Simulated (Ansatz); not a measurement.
Mulliken charges of `FC1(I)CC1` from r2SCAN/def2-TZVPP in Ansatz (PBE0-D4/def2-TZVP geometry).

```tsv
atom	x (Å)	y (Å)	z (Å)	charge (e)
F1	0.348	-1.737	-0.693	-0.194
C2	-0.198	-0.511	-0.514	0.265
I3	-1.763	-0.161	-1.892	-0.073
C4	0.716	0.579	-0.110	-0.141
C5	-0.281	-0.009	0.874	-0.141
H6	1.757	0.301	0.009	0.071
H7	0.541	1.575	-0.491	0.071
H8	0.105	-0.672	1.639	0.071
H9	-1.136	0.588	1.162	0.071
```

By hand: the dipole of these point charges (1 e Å = 4.8032 D).

Σ q r = (0.037, 0.260, 0.193) e Å, of length 0.326 e Å = 1.57 D.

How does the dipole of the full density compare? (Estimate.)

Ansatz gave: (0.143, 0.274, 0.309) e Å, 2.10 D; the point charges give 0.75 times that, at 17° from its direction.

Point charges leave out the atoms' own dipoles, such as those of lone pairs, and Mulliken's split depends on the basis, so the two needn't agree.
